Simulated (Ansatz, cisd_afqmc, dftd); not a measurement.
Species: ZnO, charge 0, singlet. ZnO (SMILES [O]=[Zn]).
B3LYP-D3(BJ)/def2-TZVP minimum from Ansatz (a quantum-chemistry and plane-wave program):
```xyz
2

Zn     0.0000     0.0000    -0.3607
O      0.0000     0.0000     1.3525
```

Property: atomisation energy (electronic, to ground-state atoms), in kJ/mol. Open shells are spin-unrestricted; no spin-orbit coupling. The -DK rows use spin-free X2C, correlate 3s3p of the metal (1s2s2p frozen) and give its partners the cc-pVXZ-DK valence sets. AFQMC is phaseless with a CISD trial state; ± is one standard error, without the phaseless bias. Outlying blocks are dropped, and bars are widened where a walk drifts. Over all cases where full CI ran beside it in this data, AFQMC minus full CI had a median of +0.1 mEh and passed +0.4 mEh in a tenth of the cases. CBS(X,Y): correlation extrapolated as X^-3, Hartree-Fock from the larger set. A bracket is a step between two methods taken in the basis named. The functionals are non-relativistic, so their misses hold any scalar relativity. Double hybrids freeze cores in their MP2 part. The T1 diagnostic of OZn ([O]=[Zn], singlet) reaches 0.028 in the sets run. The restricted determinant of OZn ([O]=[Zn], singlet) is unstable towards broken spin symmetry in at least one set run. The spin of OZn ([O]=[Zn], singlet) was assumed, and the state is the lowest solution found for it.

```
level                                                                                     program  atomisation energy (kJ/mol)
----------------------------------------------------------------------------  -------------------  ---------------------------
PBE-D4/def2-TZVPD                                                                  Ansatz + dftd4                        187.4
PBE/def2-TZVPD                                                                             Ansatz                        185.0
r2SCAN/def2-TZVPD                                                                          Ansatz                        150.4
B3LYP-D3(BJ)/def2-TZVPD                                                            Ansatz + dftd3                        119.7
PBE0-D3(BJ)/def2-TZVPD                                                             Ansatz + dftd3                        114.9
PBE0-D4/def2-TZVPD                                                                 Ansatz + dftd4                        115.5
CAM-B3LYP/def2-TZVPD                                                                       Ansatz                        109.9
B2PLYP/def2-TZVPD                                                                          Ansatz                        153.0
B2GP-PLYP-D3(BJ)/def2-TZVPD                                                        Ansatz + dftd3                        146.9
B2GP-PLYP-D4/def2-TZVPD                                                            Ansatz + dftd4                        146.3
MP2/cc-pwCVQZ-DK                                                                           Ansatz                        202.3
AFQMC/CISD/cc-pwCVTZ-DK                                                                cisd_afqmc                  125.6 ± 2.4
CCSD(T)/CBS(cc-pwCVTZ-DK,cc-pwCVQZ-DK) + [AFQMC/CISD - CCSD(T)]/cc-pwCVTZ-DK  Ansatz + cisd_afqmc                  147.7 ± 2.4
```
